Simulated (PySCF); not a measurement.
# How methods differ on the excitation energy of V+

V+ [Ar] 3d4 (5D) → V+ [Ar] 3d3 4s1 (5F), as a difference of total energies. All numbers are calculated (PySCF 2.14, no relativity, point nucleus, in aug-cc-pVTZ). Correlated levels: valence: [Ar] frozen. The calculations carry no spin-orbit coupling.

Problem. Order these methods by the excitation energy they give, lowest first.
A. SCS-MP2 (valence)
B. MP2 (valence)
C. B2PLYP
D. PBE

Solution. A (-0.063 eV), B (0.260 eV), C (0.420 eV), D (0.720 eV).

These non-relativistic numbers lack the scalar-relativistic shift.

Errors of the correlated levels include the incompleteness of this basis and the frozen core.

For comparison: 0.337 eV (measured; NIST levels, between the centres of gravity of the two terms).
